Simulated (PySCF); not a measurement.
# Fine-structure interval of Hf⁵⁵⁺ by level of theory

Hf⁵⁵⁺ [Ne] 3s2 3p5 [3p1/2^2 3p3/2^3, M_J = 3/2] → Hf⁵⁵⁺ [Ne] 3s2 3p5 [3p1/2^1 3p3/2^4, M_J = 1/2], as a difference of total energies. Calculation: PySCF 2.14, in an uncontracted even-tempered set (18 s from 16 bohr⁻², ratio 2.4; 14 p from 21 bohr⁻², ratio 2.4; 4 d from 75 bohr⁻², ratio 2.6; 4 f from 110 bohr⁻², ratio 2.6); the two-component X2C-1e Hamiltonian. Correlated levels: 1s2 frozen; the 52 highest virtual spinors dropped. "Screened" scales the spin-orbit matrix elements by Boettger's factors to mimic the two-electron term; Breit and QED terms are absent.

```
                    method  fine-structure interval (cm⁻¹)
 GHF (screened spin-orbit)                         2496500
GMP2 (screened spin-orbit)                         2497400
     GHF (bare spin-orbit)                         2575200
```
